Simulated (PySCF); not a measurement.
SMILES [Br][GeH]([OH])[OH], singlet (PBE0/def2-SVP optimised geometry):

```
7

Ge    -0.465    -0.537     0.000
O     -0.890     1.178     0.000
O     -1.097    -1.328     1.444
Br     1.827    -0.537     0.000
H     -1.019    -1.318    -1.190
H     -1.827     1.318     0.186
H     -0.673    -1.028     2.257
```

Computed with PySCF 2.14.0 with PBE0/def2-TZVP.

Task: What are the frontier orbital energies and the dipole moment?

Result: HOMO-2 -9.23 eV, HOMO-1 -8.65 eV, HOMO -8.63 eV, LUMO -0.44 eV, LUMO+1 0.38 eV; dipole moment 1.70 D.

On the same geometry PBE/def2-TZVP (PySCF) gives HOMO-2 -7.53 eV, HOMO-1 -7.32 eV, HOMO -7.26 eV, LUMO -1.43 eV, LUMO+1 -0.50 eV; dipole moment 1.68 D.

Meta-Löwdin charges at PBE0/def2-TZVP: Ge1 1.09, O2 -0.73, O3 -0.73, Br4 -0.26, H5 -0.07, H6 0.35, H7 0.35.
